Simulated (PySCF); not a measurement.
C$_{2}$F$_{3}$N (SMILES N#CC(F)(F)F), singlet, geometry from GFN2-xTB; PySCF with B3LYP/3-21G.

Input for PySCF:
```python
from pyscf import gto, scf, dft

mol = gto.Mole()
mol.atom = '''
    C    -0.000324    0.003260   -0.307768
    C     0.001231   -0.012387    1.169363
    F    -0.008066    1.253823   -0.776566
    F     1.081443   -0.608086   -0.797436
    F    -1.075871   -0.620639   -0.795299
    N     0.002429   -0.024446    2.307734
'''
mol.basis = '3-21g'
mol.charge = 0
mol.spin = 0
mol.verbose = 4
mol.symmetry = True
mol.build()

mf = dft.RKS(mol)
mf.xc = 'b3lyp'
mf.kernel()
mf.analyze()
```

Output, abridged:

```
PySCF version 2.14.0

[INPUT] verbose = 4
[INPUT] num. atoms = 6
[INPUT] num. electrons = 46
[INPUT] charge = 0
[INPUT] spin (= nelec alpha-beta = 2S) = 0
[INPUT] symmetry True subgroup None
[INPUT] Mole.unit = angstrom
[INPUT] Symbol           X                Y                Z      unit          X                Y                Z       unit  Magmom
[INPUT]  1 C     -0.000324000000   0.003260000000  -0.307768000000 AA   -0.000612271264   0.006160507166  -0.581597229905 Bohr   0.0
[INPUT]  2 C      0.001231000000  -0.012387000000   1.169363000000 AA    0.002326252859  -0.023408037505   2.209775810200 Bohr   0.0
[INPUT]  3 F     -0.008066000000   1.253823000000  -0.776566000000 AA   -0.015242530921   2.369382078681  -1.467497057649 Bohr   0.0
[INPUT]  4 F      1.081443000000  -0.608086000000  -0.797436000000 AA    2.043631089328  -1.149116000182  -1.506935641869 Bohr   0.0
[INPUT]  5 F     -1.075871000000  -0.620639000000  -0.795299000000 AA   -2.033101535362  -1.172837732224  -1.502897297140 Bohr   0.0
[INPUT]  6 N      0.002429000000  -0.024446000000   2.307734000000 AA    0.004590144757  -0.046196244841   4.360985228347 Bohr   0.0

nuclear repulsion = 231.590146213412
point group symmetry = C3v, use subgroup Cs
symmetry origin: [-4.10810027e-08 -8.21620055e-08 -4.10810027e-08]
symmetry axis x: [ 0.86891447 -0.49492396 -0.00615747]
symmetry axis y: [ 0.00105272 -0.01059234  0.99994335]
symmetry axis z: [-0.49496114 -0.86887172 -0.00868282]
num. orbitals of irrep A' = 37
num. orbitals of irrep A" = 17
number of shells = 30
number of NR pGTOs = 90
number of NR cGTOs = 54
basis = 3-21g
ecp = {}

******** <class 'pyscf.dft.rks_symm.SymAdaptedRKS'> ********
method = SymAdaptedRKS
initial guess = minao
damping factor = 0
level_shift factor = 0
DIIS = <class 'pyscf.scf.diis.CDIIS'>
diis_start_cycle = 1
diis_space = 8
diis_damp = 0
SCF conv_tol = 1e-09
SCF conv_tol_grad = None
SCF max_cycles = 50
direct_scf = True
direct_scf_tol = 1e-13
XC library pyscf.dft.libxc version 7.1.2
    S. Lehtola, C. Steigemann, M. J. T. Oliveira, and M. A. L. Marques,  SoftwareX 7, 1–5 (2018)
XC functionals = b3lyp
    P. J. Stephens, F. J. Devlin, C. F. Chabalowski, and M. J. Frisch,  J. Phys. Chem. 98, 11623 (1994)
radial grids:
    Treutler-Ahlrichs [JCP 102, 346 (1995); DOI:10.1063/1.469408] (M4) radial grids

becke partition: Becke, JCP 88, 2547 (1988); DOI:10.1063/1.454033
pruning grids: <function nwchem_prune>
grids dens level: 3
symmetrized grids: True
atomic radii adjust function: <function treutler_atomic_radii_adjust>
small_rho_cutoff = 0
Freeze 0 electrons in irreps []
    46 free electrons in irreps A' A"
Set gradient conv threshold to 3.16228e-05
Initial guess from minao.
tot grids = 84928
init E= -428.883324014751
HOMO (A") = -0.398459756646071  LUMO (A') = -0.0476783938021539  gap/eV = 9.54525
cycle= 1 E= -427.877588632516  delta_E= 1.01  |g|= 1.03  |ddm|= 2.98
HOMO (A') = -0.303701678083224  LUMO (A') = -0.0317595063306797  gap/eV = 7.39992
cycle= 2 E= -427.339994046916  delta_E= 0.538  |g|=    2  |ddm|= 2.75
HOMO (A") = -0.400709223005934  LUMO (A') = -0.0275091697019896  gap/eV = 10.15529
cycle= 3 E= -428.074529060654  delta_E= -0.735  |g|= 0.339  |ddm|= 1.92
HOMO (A') = -0.386033424441013  LUMO (A') = -0.0208668514088135  gap/eV = 9.93669
cycle= 4 E= -428.096504456601  delta_E= -0.022  |g|= 0.0681  |ddm|= 0.264
HOMO (A') = -0.395795683921891  LUMO (A') = -0.0230182558909826  gap/eV = 10.14379
cycle= 5 E= -428.097501964787  delta_E= -0.000998  |g|= 0.00832  |ddm|= 0.0655
HOMO (A') = -0.394305324332867  LUMO (A') = -0.0217552947094664  gap/eV = 10.13760
cycle= 6 E= -428.097517428597  delta_E= -1.55e-05  |g|= 0.000846  |ddm|= 0.00951
HOMO (A') = -0.394191163354965  LUMO (A') = -0.0216402621791749  gap/eV = 10.13763
cycle= 7 E= -428.097517565616  delta_E= -1.37e-07  |g|= 0.000289  |ddm|= 0.000921
HOMO (A') = -0.394241822468778  LUMO (A') = -0.0216796937259796  gap/eV = 10.13793
cycle= 8 E= -428.09751758233  delta_E= -1.67e-08  |g|= 5.81e-05  |ddm|= 0.000245
HOMO (A') = -0.394248476355584  LUMO (A') = -0.02168034693584  gap/eV = 10.13810
cycle= 9 E= -428.097517583072  delta_E= -7.42e-10  |g|= 3.78e-06  |ddm|= 5.65e-05
HOMO (A') = -0.394247038274463  LUMO (A') = -0.0216799272058799  gap/eV = 10.13807
Extra cycle  E= -428.097517583055  delta_E= 1.71e-11  |g|= 9.94e-06  |ddm|= 1.08e-05
converged SCF energy = -428.097517583055
**** SCF Summaries ****
Total Energy =                        -428.097517583055151
Nuclear Repulsion Energy =             231.590146213411543
One-electron Energy =                -1050.380799463947142
Two-electron Energy =                  390.693135667480476
Two-electron Coulomb Energy =          439.673792536343797
DFT Exchange-Correlation Energy =      -48.980656868863328
HOMO-LUMO gap [eV] =                    10.138067477643421
Wave-function symmetry = A'
occupancy for each irrep:     A'   A"
                              16    7
**** MO energy ****
MO #1 (A' #1), energy= -24.6301249162066 occ= 2
MO #2 (A" #1), energy= -24.628724799132 occ= 2
MO #3 (A' #2), energy= -24.6287237786407 occ= 2
MO #4 (A' #3), energy= -14.313969311912 occ= 2
MO #5 (A' #4), energy= -10.4368371717076 occ= 2
MO #6 (A' #5), energy= -10.2113061185916 occ= 2
MO #7 (A' #6), energy= -1.35850521462608 occ= 2
MO #8 (A" #2), energy= -1.25846048028606 occ= 2
MO #9 (A' #7), energy= -1.25845979076173 occ= 2
MO #10 (A' #8), energy= -0.990885514569477 occ= 2
MO #11 (A' #9), energy= -0.78465829994861 occ= 2
MO #12 (A' #10), energy= -0.657817867241305 occ= 2
MO #13 (A" #3), energy= -0.614038117938077 occ= 2
MO #14 (A' #11), energy= -0.614037699884862 occ= 2
MO #15 (A' #12), energy= -0.476929720767568 occ= 2
MO #16 (A" #4), energy= -0.476928484541849 occ= 2
MO #17 (A' #13), energy= -0.449078116065837 occ= 2
MO #18 (A' #14), energy= -0.447743272461264 occ= 2
MO #19 (A" #5), energy= -0.44774312705008 occ= 2
MO #20 (A" #6), energy= -0.42135845001437 occ= 2
MO #21 (A' #15), energy= -0.397475764273357 occ= 2
MO #22 (A" #7), energy= -0.397475353524405 occ= 2
MO #23 (A' #16), energy= -0.394247038274463 occ= 2
MO #24 (A' #17), energy= -0.0216799272058799 occ= 0
MO #25 (A" #8), energy= -0.0216791218207426 occ= 0
MO #26 (A' #18), energy= 0.133113419134467 occ= 0
MO #27 (A' #19), energy= 0.19739606035353 occ= 0
MO #28 (A' #20), energy= 0.211839436216086 occ= 0
MO #29 (A" #9), energy= 0.211839571008481 occ= 0
MO #30 (A' #21), energy= 0.44106551385243 occ= 0
MO #31 (A" #10), energy= 0.640478385397654 occ= 0
 ** Mulliken pop on meta-lowdin orthogonal AOs  **
 ** Mulliken pop  **
 ** Mulliken atomic charges  **
charge of    0C =      0.65919
charge of    1C =      0.01930
charge of    2F =     -0.20013
charge of    3F =     -0.20013
charge of    4F =     -0.20013
charge of    5N =     -0.07810
Dipole moment(X, Y, Z, Debye): -0.00097,  0.00967, -0.91162
```
